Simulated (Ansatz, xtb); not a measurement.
# Isomers of Al2H2O2 in order of energy

3 gas-phase structures of Al2H2O2, found in a search over its isomers (lower ones may exist). Each was relaxed with GFN2-xTB:

A. a singlet given by its coordinates
B. `[OH][Al]1[O][AlH]1`, a singlet
C. `[OH][AlH][O][Al]`, a singlet

A (Å):

```xyz
6

Al    0.4139    0.5750    0.6293
Al   -1.1818   -0.4599   -0.9406
O    -0.0627   -1.0741    0.2643
O    -0.7055    1.1900   -0.5754
H     1.3762    1.1949    1.5759
H    -2.1446   -1.0846   -1.8828
```

Close contacts (Å): Al1–Al2 2.47, Al1–O3 1.75, Al1–O4 1.76, Al2–O3 1.76, Al2–O4 1.76, Al1–H5 1.49, Al2–H6 1.48.

**Question.** Which do you expect lowest at r2SCAN-D4/def2-SVP, and how would the others follow?

**Answer.** Calculated order at r2SCAN-D4/def2-SVP: A (0.0), C (32.0), B (182.7) kJ/mol.

Energies above the lowest of each column, in kJ/mol; the last columns are at PBE-D3(BJ)/def2-SVP geometries:

| structure | GFN2-xTB | HF/STO-3G | r2SCAN-D4/def2-SVP | PBE-D3(BJ)/def2-SVP | CCSD(T)/def2-TZVP |
| --- | --- | --- | --- | --- | --- |
| A | 3.9 | 0.0 | 0.0 | 0.0 | 0.0 |
| C | 0.0 | 191.8 | 32.0 | 10.9 | 20.6 |
| B | 90.7 | 584.9 | 182.7 | 142.2 | 171.6 |

CCSD(T)/def2-TZVP puts A lowest; GFN2-xTB picks C. Flexible structures stand in one conformer each, not always the lowest.

Programs: Ansatz 0.2.0, xtb 6.7.1.
